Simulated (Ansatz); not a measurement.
`COB(C)N` + H₂ → `CBOC` + NH₃ at 700 K and 1 bar (hydrogenolysis of a B–N bond).

Gas-phase electronic energies from Ansatz, PBE0-D4/def2-TZVP geometries. CBS: MP2 limit from def2 TZ/QZ plus the TZ coupled-cluster correction, frozen cores. This one scheme is used for every species. Each species was taken in one conformer, which may not be the lowest.

| species | CCSD(T)/CBS energy (Eh) | H − E (kJ/mol) | S (J/(mol·K)) |
| --- | --- | --- | --- |
| `COB(C)N` | -235.69052 | 374.1 | 464.7 |
| H₂ | -1.17544 | 46.8 | 155.3 |
| `CBOC` | -180.32625 | 309.3 | 410.5 |
| NH₃ | -56.50880 | 116.9 | 226.5 |

H − E and S are ideal-gas, rigid-rotor, harmonic terms from PBE0-D4/def2-TZVP, for one conformer and one mirror image of each species. For small species the MP2-based limit differs from directly extrapolated CCSD(T) by up to some mEh (0.8 for H₂); such offsets cancel only in part. 1 Eh = 2625.50 kJ/mol, R = 8.31446 J/(mol·K).

Task: By hand: ΔE, ΔH, ΔS and ΔG.

Result: ΔE = (-180.32625) + (-56.50880) − (-235.69052) − (-1.17544) = 0.03091 Eh = 81.2 kJ/mol. Δ(H − E) = 309.3 + 116.9 − 374.1 − 46.8 = 5.3, so ΔH = 86.5 kJ/mol. ΔS = 410.5 + 226.5 − 464.7 − 155.3 = 17.0 J/(mol·K). ΔG = 86.5 − 700 × (17.0)/1000 = 74.6 kJ/mol.

Task: By hand: the equilibrium constant, and the temperature at which ΔG would vanish if ΔH and ΔS stayed fixed.

Result: log₁₀ K = −ΔG/(RT ln 10) = -5.6. ΔG = 0 at ΔH/ΔS = 5088 K, far beyond where these terms or the molecules hold.

ΔH outweighs TΔS. A doubt of 5 kJ/mol in ΔE shifts log₁₀ K by 0.4 here. Other conformers and mirror images would add mixing entropy, several J/(mol·K) or more a flexible species. These are equilibria of isolated gas molecules and say nothing of rates. Largest T1 diagnostic: 0.012 (customary marks: 0.02 for closed shells, 0.045 for open ones).
